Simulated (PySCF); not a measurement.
**Spinor energies of W³⁺ (tungsten, charge +3)**

Start: [Xe] 4f14 5d3; 5d3/2 filled at m_j = -1/2, +1/2, +3/2. Calculated with PySCF 2.14 in x2c-TZVPall-2c (11s11p10d2f, 108 functions): generalised Hartree-Fock with the X2C-1e Hamiltonian and a Gaussian nucleus; one run each with spin-orbit coupling (SO) switched off, then screened by Boettger's factors.

```
spinor shell  electrons  ε, spin-free (eV)  ε, screened SO (eV)  weight of nominal j (screened SO)  rms radius, screened SO (bohr)
       1s1/2          2           -69929.9             -69908.2                              1.000                          0.0208
       2s1/2          2           -12235.7             -12228.8                              1.000                          0.0838
       2p1/2          2           -10708.0             -11674.3                              1.000                          0.0713
       2p3/2          4           -10708.0             -10315.9                              1.000                          0.0787
       3s1/2          2            -2902.6              -2900.1                              1.000                           0.214
       3p1/2          2            -2442.4              -2653.6                              1.000                           0.206
       3p3/2          4            -2442.4              -2354.9                              1.000                           0.221
       3d3/2          4            -1907.1              -1944.5                              1.000                           0.195
       3d5/2          6            -1907.1              -1879.9                              1.000                           0.199
       4s1/2          2            -654.23              -653.31                              1.000                           0.478
       4p1/2          2            -500.59              -549.89                              1.000                           0.486
       4p3/2          4            -500.59              -479.78                              1.000                           0.519
       4d3/2          4            -301.85              -309.46                              0.999                           0.544
       4d5/2          6            -301.85              -295.86                              1.000                           0.556
       5s1/2          2            -122.50              -122.21                              1.000                            1.15
       5p1/2          2            -81.186              -90.223                              0.953                            1.27
       4f5/2          6            -79.146              -80.047                              0.985                           0.672
       5p3/2          4            -81.186              -77.018                              0.948                            1.33
       4f7/2          8            -79.146              -77.590                              0.982                           0.677
       5d3/2          3            -37.883              -37.979                              0.755                            1.86
```

```json
{"quantity": "E (hartree)", "spin-free": "-16128.88509", "screened SO": "-16147.90554"}
{"quantity": "M_J", "spin-free": "3/2", "screened SO": "3/2"}
{"quantity": "⟨J²⟩", "spin-free": "6.757", "screened SO": "5.621"}
{"quantity": "⟨L²⟩", "spin-free": "12.005", "screened SO": "11.712"}
{"quantity": "⟨S²⟩", "spin-free": "3.753", "screened SO": "3.652"}
```

The determinant has a definite M_J but mixes levels of different J.

Each row is a mean over spinors that exchange with the open shell spreads, by up to 3.206 eV (5s1/2).

Rows whose weight is well below 1 are mixtures of j = l ± 1/2: exchange outweighs spin-orbit coupling there, and the label is only the starting occupation.

Breit and QED terms are absent; they matter most for the inner s and p1/2 levels.

Densities and radii are taken from the X2C orbitals without a picture-change correction, which distorts them close to the nucleus.

Without spin-orbit coupling the j labels of p, d and f shells carry no meaning; the spin-free column gives the mean over the occupied spinors of each nl shell, and its ⟨J²⟩ belongs to a mixture of degenerate components.
